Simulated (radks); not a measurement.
Species: the ytterbium ion Yb3+. Configuration: [Kr] 4d10 4f(up 6.5, down 6.5) 5s2 5p(up 3, down 3) (fractional occupations, a model configuration). Calculated with a radial shooting solver on a logarithmic mesh with Libxc functionals: scalar-relativistic Kohn-Sham, PBE, spin-polarised, spherical densities, finite nucleus; Fermi nuclear charge, rms radius 5.3108 fm. Some entries of the table are withheld. Estimate them.

orbital,occ.,eigenvalue (hartree),r(max) (bohr)
1s,2,-2251.283,(1)
2s,2,(2),0.07059
2p,6,(3),0.05756
3s,2,-87.19329,0.1994
3p,6,(4),0.1966
3d,10,(5),0.1603
4s,2,-18.16020,0.4550
4p,6,-13.68266,0.4761
4d,10,-7.78445,0.4906
5s,2,-3.15122,1.062
5p,6,-2.09850,1.211
4f,13,-1.32287,0.4804

Answer. 
(1) 1s r(max) (bohr): 0.01237
(2) 2s eigenvalue (hartree): -382.4773
(3) 2p eigenvalue (hartree): -337.2895
(4) 3p eigenvalue (hartree): -73.56664
(5) 3d eigenvalue (hartree): -56.96143
